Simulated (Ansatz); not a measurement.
`CC[Si]Br` + H₂ → `[SiH]Br` + `CC` at 600 K and 1 bar (hydrogenolysis of the Si–C bond).

Program: Ansatz. Geometries: PBE0-D4/def2-TZVP. ΔE: electronic, gas phase. CBS: MP2 limit from def2 TZ/QZ plus the TZ coupled-cluster correction, frozen cores. This one scheme is used for every species. For Br outer-core shells are correlated without core-valence functions, which leaves a few kJ/mol of doubt a bond. Scalar relativity is left out up to krypton. One conformer a species, not always the lowest.

| species | CCSD(T)/CBS energy (Eh) | H − E (kJ/mol) | S (J/(mol·K)) |
| --- | --- | --- | --- |
| `CC[Si]Br` | -2941.51653 | 223.3 | 419.4 |
| H₂ | -1.17544 | 43.9 | 150.8 |
| `[SiH]Br` | -2862.97869 | 44.0 | 294.9 |
| `CC` | -79.71954 | 228.8 | 274.9 |

H − E and S are ideal-gas, rigid-rotor, harmonic terms from PBE0-D4/def2-TZVP, for one conformer and one mirror image of each species. For small species the MP2-based limit differs from directly extrapolated CCSD(T) by up to some mEh (0.8 for H₂); such offsets cancel only in part. 1 Eh = 2625.50 kJ/mol, R = 8.31446 J/(mol·K).

Q: By hand: ΔE, ΔH, ΔS and ΔG.

A: ΔE = (-2862.97869) + (-79.71954) − (-2941.51653) − (-1.17544) = -0.00626 Eh = -16.4 kJ/mol. Δ(H − E) = 44.0 + 228.8 − 223.3 − 43.9 = 5.6, so ΔH = -10.8 kJ/mol. ΔS = 294.9 + 274.9 − 419.4 − 150.8 = -0.4 J/(mol·K). ΔG = -10.8 − 600 × (-0.4)/1000 = -10.6 kJ/mol.

Q: By hand: the equilibrium constant, and the temperature at which ΔG would vanish if ΔH and ΔS stayed fixed.

A: log₁₀ K = −ΔG/(RT ln 10) = 0.9. ΔG = 0 at ΔH/ΔS = 27000 K, far beyond where these terms or the molecules hold.

The number of gas molecules stays the same, so ΔS is small and ΔH decides. A doubt of 5 kJ/mol in ΔE shifts log₁₀ K by 0.4 here. Other conformers and mirror images would add mixing entropy, several J/(mol·K) or more a flexible species. Modes under 60 cm⁻¹, often nearly free rotors, make the harmonic entropy too high. These are equilibria of isolated gas molecules and say nothing of rates. Largest T1 diagnostic: 0.011 (customary marks: 0.02 for closed shells, 0.045 for open ones).
